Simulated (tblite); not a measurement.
C$_{4}$F$_{5}$, doublet, geometry from GFN2-xTB; GFN1-xTB (tblite).

The tblite input:
```
$ tblite run mol.xyz --method gfn1 --charge 0 --spin 1 --efield 0,0,0.1 --json tblite.json --no-restart

# file mol.xyz
9

F      2.75303862     0.84141409     0.27355721
C      1.86621234    -0.12970003     0.44673461
F      2.38997822    -1.05521826     1.23957711
C      0.66828368    -0.14622884    -0.03593613
C     -0.54593179    -0.20717033    -0.61192545
F     -0.67920932    -0.79433365    -1.81482069
C     -1.71329410     0.29617516    -0.06241471
F     -2.89647638     0.23277077    -0.63157634
F     -1.75084455     0.89998307     1.10895717
```

The log (banner, timings and long lists left out):

```
xTB calculator
 | screened Coulomb repulsion
 | Coulomb electrostatics
 |  * isotropic Klopman-Ohno-Mataga-Nishimoto electrostatics
 |  * onsite third-order electrostatics
 | DFT-D3(BJ) dispersion correction
 | Interactions (1)
 | [1] electric field

halogen bonding energy    0.0000000000000E+00 Eh
repulsion energy          1.8630560709179E-01 Eh
dispersion energy        -2.7084602924435E-03 Eh
interaction energy        0.0000000000000E+00 Eh
number of electrons       5.1000000000000E+01 e
integral cutoff           1.7350510997663E+01 bohr

------------------------------------------------------------
  cycle        total energy    energy error   density error
------------------------------------------------------------
      1     -33.70836797670  -3.3891965E+01   4.7177871E-01
      2     -34.01739931815  -3.0903134E-01   2.4791779E-01
      3     -34.01889538502  -1.4960669E-03   1.2910947E-01
      4     -34.02301164491  -4.1162599E-03   3.7968319E-02
      5     -34.02882797591  -5.8163310E-03   3.2663886E-03
      6     -34.02888302799  -5.5052075E-05   3.7835715E-04
      7     -34.02888329521  -2.6721852E-07   1.6484025E-04
      8     -34.02888334402  -4.8815465E-08   8.1359102E-05
      9     -34.02888334883  -4.8123425E-09   1.7944073E-05
------------------------------------------------------------

electronic energy        -3.4212480495633E+01 Eh
total energy             -3.4028883348834E+01 Eh

Post processing:
 | Mayer-Wiberg bond orders

[Info] JSON dump of results written to 'tblite.json'
```
